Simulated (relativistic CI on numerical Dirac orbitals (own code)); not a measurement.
**Electric-dipole transitions in Ne⁺**

Computed by Dirac-Coulomb-Breit CI, orbitals from a KLI potential per configuration, model QED, valence Slater integrals scaled by 0.85, P86 correlation estimate, and configurations built on the next ion tied to the tabulated ionisation energy (semi-empirical) (own radial code, finite nucleus).

Configurations in the expansion (outside the closed core 1s2): 2s²2p⁵, 2s2p⁶, 2s²2p⁴3s, 2s²2p⁴3p, 2s²2p⁴3d, 2s²2p⁴4s, 2s²2p⁴4p, 2s²2p⁴4d, 2s²2p⁴4f, 2s²2p³3s², 2s²2p³3s3p. Levels of other configurations are missing.

| λ vac (Å) | Lower | Upper | A (s⁻¹) | log gf | S velocity/length |
| --- | --- | --- | --- | --- | --- |
| 356.34 | 2s²2p⁵ ²P°1/2 [2] | 2s²2p⁴3d ²P3/2 [47] | 1.62e+09 | -0.91 | 1.04 |
| 408.08 | 2s²2p⁵ ²P°3/2 [1] | 2s²2p⁴3s ²D5/2 [9] | 1.42e+09 | -0.67 | 0.93 |
| 409.35 | 2s²2p⁵ ²P°1/2 [2] | 2s²2p⁴3s ²D3/2 [10] | 1.21e+09 | -0.92 | 0.93 |
| 445.58 | 2s²2p⁵ ²P°3/2 [1] | 2s²2p⁴3s ²P3/2 [6] | 3.39e+09 | -0.39 | 0.82 |
| 445.89 | 2s²2p⁵ ²P°1/2 [2] | 2s²2p⁴3s ²P1/2 [7] | 2.64e+09 | -0.80 | 0.82 |
| 3240.6 | 2s²2p⁴3s ²D5/2 [9] | 2s²2p⁴3p ²P°3/2 [28] | 1.81e+08 | 0.06 | 0.69 |
| 3249.2 | 2s²2p⁴3s ²P3/2 [6] | 2s²2p⁴3p ²P°1/2 [23] | 4.66e+07 | -0.83 | 0.67 |
| 3258.6 | 2s²2p⁴3s ²P3/2 [6] | 2s²2p⁴3p ²P°3/2 [22] | 1.64e+08 | 0.02 | 0.71 |
| 3369.8 | 2s²2p⁴3s ⁴P5/2 [3] | 2s²2p⁴3p ⁴D°5/2 [15] | 3.82e+07 | -0.41 | 0.91 |
| 3399.7 | 2s²2p⁴3s ⁴P3/2 [4] | 2s²2p⁴3p ⁴D°3/2 [16] | 8.96e+07 | -0.21 | 0.91 |
| 3409.0 | 2s²2p⁴3s ⁴P5/2 [3] | 2s²2p⁴3p ⁴D°7/2 [14] | 1.83e+08 | 0.41 | 0.92 |
| 3417.8 | 2s²2p⁴3s ⁴P1/2 [5] | 2s²2p⁴3p ⁴D°1/2 [17] | 1.58e+08 | -0.26 | 0.91 |
| 3428.8 | 2s²2p⁴3s ⁴P3/2 [4] | 2s²2p⁴3p ⁴D°5/2 [15] | 1.42e+08 | 0.18 | 0.92 |
| 3434.4 | 2s²2p⁴3s ⁴P1/2 [5] | 2s²2p⁴3p ⁴D°3/2 [16] | 8.72e+07 | -0.21 | 0.92 |
| 3617.7 | 2s²2p⁴3s ⁴P5/2 [3] | 2s²2p⁴3p ⁴P°3/2 [12] | 8.59e+07 | -0.17 | 0.91 |
| 3646.7 | 2s²2p⁴3s ⁴P5/2 [3] | 2s²2p⁴3p ⁴P°5/2 [11] | 1.24e+08 | 0.17 | 0.92 |
| 3660.4 | 2s²2p⁴3s ⁴P3/2 [4] | 2s²2p⁴3p ⁴P°1/2 [13] | 1.34e+08 | -0.27 | 0.92 |
| 3685.9 | 2s²2p⁴3s ⁴P3/2 [4] | 2s²2p⁴3p ⁴P°3/2 [12] | 2.32e+07 | -0.72 | 0.92 |
| 3715.9 | 2s²2p⁴3s ⁴P3/2 [4] | 2s²2p⁴3p ⁴P°5/2 [11] | 3.07e+07 | -0.42 | 0.92 |
| 3726.6 | 2s²2p⁴3s ⁴P1/2 [5] | 2s²2p⁴3p ⁴P°3/2 [12] | 4.54e+07 | -0.42 | 0.92 |

Terms are leading LS components. Brackets give the number of a level in order of energy, since labels repeat. The list gives strong lines, with weight on those to low levels, without configurations that were not tied to measured data, among the lowest 138 of 204 levels, so that lines to higher ones, which can be the strongest, are missing, and without lines across small gaps between configurations, and without 224 lines that miss the measured interval by over 3.5 %, start from a term whose rates miss tabulated ones by over 60 %, have gauges far apart or, lacking measured levels, span too small a gap for the errors found; lines with a level outside our table were not tested and can miss by more. Levels whose partners in the same complex of configurations lie outside the list can be far off, and so can their lines. Rates are taken at the computed energies, electric ones in the length gauge. A velocity-to-length ratio far from 1 marks an uncertain rate.

Configurations that consist of the next ion and one excited electron were tied to the tabulated ionisation energy; Rydberg ones are usually within 1,000 to 3,000 cm⁻¹ and the lowest ones within about 6,000 (9,000 in d shells), while levels on excited terms of the next ion carry the error of that term, and the other configurations can be misplaced by 10,000 cm⁻¹ or more. Rates follow the energies as ν³ (E1, M1) or ν⁵ (E2), so rates, branching and lifetimes can be off by large factors. The fine structure of a lone outer electron comes out too small, for d and f at times inverted, and misplaced configurations move strength between like terms. 24 of the 27 excited levels that our extract of the measured tables holds in this range could be paired (the sources list more); they are missed by 1602 cm⁻¹ on average and 20760 at most, and levels without a partner can miss by more.

(1) From the table, what is the radiative lifetime of 2s²2p⁴3p ⁴P°3/2?

Answers

(1) The listed rates from this level add up to about 1.55e+08 s⁻¹, 100 % of its decay; with all channels τ = 6.47e-09 s.

LS names give the leading component of a level, which can be under half, so a name can repeat, a term be missing and a line seem to break the LS rules.
